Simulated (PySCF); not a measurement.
AlClH2OSe. Atoms are numbered in the order given.

```xyz
6

Al     0.4340    -0.6304     0.0000
Cl    -0.9724    -2.1915     0.0000
O      2.1016    -0.9255     0.0000
H      2.5356    -1.7830     0.0000
Se    -0.2818     1.5481     0.0000
H      1.1196     2.0024     0.0000
```
Charge 0, spin multiplicity 1.

The structure is a stationary point at r2SCAN-D4/def2-SVP. The structure was generated by enumeration; whether it is a known compound was not checked. The values are those of a single conformer.

Method: TDA-PBE/def2-SVPD in PySCF 2.14.0.

Vertical excitations. Gas-phase values at a fixed geometry. State labels are in the subgroup Cs.

**Question.** Give excitation energies, oscillator strengths and character. (An estimate is asked for; the answer gives what the named calculation found.)

**Answer.** 
```
state  symmetry  energy (eV)  λ (nm)      f                                              main pairs
-----  --------  -----------  ------  -----  ------------------------------------------------------
S1           A"         4.64     267  0.028                                         HOMO→LUMO 100 %
S2           A"         5.59     222  0.006                                        HOMO→LUMO+2 99 %
S3           A'         5.59     222  0.035                                        HOMO→LUMO+1 81 %
S4           A"         6.18     201  0.000                                        HOMO−2→LUMO 98 %
S5           A'         6.19     200  0.060                      HOMO−1→LUMO 68 %, HOMO−3→LUMO 25 %
S6           A"         6.32     196  0.005                                        HOMO→LUMO+3 98 %
S7           A'         6.65     186  0.315                      HOMO−3→LUMO 57 %, HOMO−1→LUMO 13 %
S8           A"         6.68     186  0.005                    HOMO−1→LUMO+1 83 %, HOMO−4→LUMO 15 %
S9           A"         6.75     184  0.030  HOMO−4→LUMO 63 %, HOMO→LUMO+4 18 %, HOMO−1→LUMO+1 11 %
S10          A"         6.81     182  0.041                                        HOMO→LUMO+4 79 %
T1           A"         4.37     284      0                                          HOMO→LUMO 99 %
T2           A'         4.87     255      0                                        HOMO→LUMO+1 97 %
T3           A"         5.14     241      0                                        HOMO→LUMO+2 99 %
T4           A'         5.79     214      0                                        HOMO−1→LUMO 90 %
```
Triplets are in the Tamm–Dancoff approximation.
